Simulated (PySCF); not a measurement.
Levels of Re⁷⁰⁺ from EOM-EA-GCCSD

Reference: closed-shell Re⁷¹⁺, [He] 2s2; one electron is added. Calculated with PySCF 2.14, two-component X2C-1e with screened spin-orbit coupling, an uncontracted even-tempered set (16 s from 14 bohr⁻², ratio 2.6; 13 p from 19 bohr⁻², ratio 2.6; 7 d from 19 bohr⁻², ratio 2.8; 4 f from 360 bohr⁻², ratio 2.8); frozen nothing; the 28 highest virtual spinors dropped; of the others 54 kept and the rest restored at second order. No Breit or QED terms. Binding energies in eV.

```csv
level,Koopmans,second order,EOM-CCSD
2p1/2,19444.0,19442.6,19438.4
2p3/2,17874.6,17875.7,17875.6
```

For comparison, the ionisation energy of Re⁷⁰⁺ is 19420 ± 60 eV (theoretical estimate listed by NIST; NIST Atomic Spectra Database, ionization energies).

Only part of the computed levels is shown.
